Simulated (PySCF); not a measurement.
Static response to an electric field

Compound: Sn(OMe)4, C4H12O4Sn.
Geometry (PBE0-D3(BJ)/def2-SVP, Å), atoms numbered from 1 in this order:
```xyz
21
C4H12O4Sn angstrom
Sn    -0.011   -0.003   -0.023
O      0.209   -0.063    1.930
C      1.126   -0.945    2.529
H      0.763   -1.990    2.529
H      1.258   -0.638    3.580
H      2.118   -0.929    2.043
O      1.790   -0.254   -0.770
C      1.978   -0.513   -2.140
H      1.332   -1.327   -2.515
H      3.027   -0.819   -2.287
H      1.799    0.381   -2.765
O     -0.915    1.701   -0.406
C     -0.618    2.863    0.329
H     -0.555    2.680    1.416
H     -1.425    3.593    0.153
H      0.331    3.329    0.006
O     -1.123   -1.403   -0.843
C     -2.521   -1.399   -0.695
H     -2.836   -1.685    0.326
H     -2.939   -2.144   -1.392
H     -2.976   -0.421   -0.933
```

Level: wB97X-D/def2-SVPD (PySCF), static field, nuclei fixed, core orbitals frozen in the response. The polarisability tensor in these axes (au):

```
x   103.26  -1.11   0.73
y    -1.11 101.78   1.74
z     0.73   1.74 102.43
```

Question: What are the eigenvalues, a third of the trace, and Δα (Δα² = ½Σ(αi − αj)² over the three pairs)?

Answer: Principal values 99.83, 103.67 and 103.97 au; mean 102.49 au = 15.19 Å³ = 16.90 × 10⁻⁴⁰ C²·m²/J; Δα = 4.00 au (4 % of the mean).

Question: What is the dipole moment?

Answer: 0.10 D at this geometry.

Question: Refractivity n − 1 of an ideal gas of it at 350 K and 1 atm, from the electronic α?

Answer: N = p/kT = 2.0968 × 10¹⁹ cm⁻³, so n − 1 = 2π × N × 15.19 × 10⁻²⁴ cm³ = 2001 × 10⁻⁶ at long wavelengths, for an ideal gas.

Question: Find the Langevin capture rate constant for H3+ (3.023 u) meeting this molecule (243.976 u), k = 2.342 × 10⁻⁹ cm³/s × √(α in Å³ / reduced mass in u).

Answer: The reduced mass is 2.99 u, so k = 5.28 × 10⁻⁹ cm³/s.

Question: What depolarisation ratio follows for Rayleigh scattering of linearly polarised light, taking the static tensor?

Answer: ρ = 3Δα²/(45ᾱ² + 4Δα²) = 48.1/(472700 + 64.2) = 0.000102.

Question: Molar refractivity from α?

Answer: Lorentz–Lorenz: R = (4π/3)N_A α = 2.5225 cm³/(mol·Å³) × 15.19 Å³ = 38.3 cm³/mol, in the limit of long wavelengths.

Question: Sum over states: ᾱ = Σ f/ω², ω in Eh. What share falls to these 10 lowest TDDFT singlets (eV, f)? 5.24, 0.0004; 5.26, 0.0177; 5.27, 0.0197; 5.45, 0.0652; 6.12, 0.0892; 6.12, 0.0918; 6.31, 0.0163; 7.03, 0.0000; 8.00, 0.0052; 8.01, 0.0051.

Answer: They add up to 6.64 au, 6.5 % of the 102.49 au; the largest single term is 1.81 au, from the state at 6.12 eV. Terms in order: 0.01, 0.47, 0.52, 1.63, 1.77, 1.81, 0.30, 0.00, 0.06, 0.06 au. Higher excitations give the rest. The strengths listed sum to 0.311.

Geometry: PBE0-D3(BJ)/def2-SVP, one conformer, isolated molecule. Atoms past krypton carry effective core potentials; spin–orbit coupling is left out.

The run behind these numbers computed excited states as well. Time: 2.2 min (grids of density and orbitals included); peak memory 1.7 GiB. Hardware: one thread of an Intel Xeon Platinum 8488C, shared host with 96 logical CPUs at a one-minute load of 21.

Note: wB97X-D ran without an empirical dispersion term, which enters the total energy and its gradient alone.
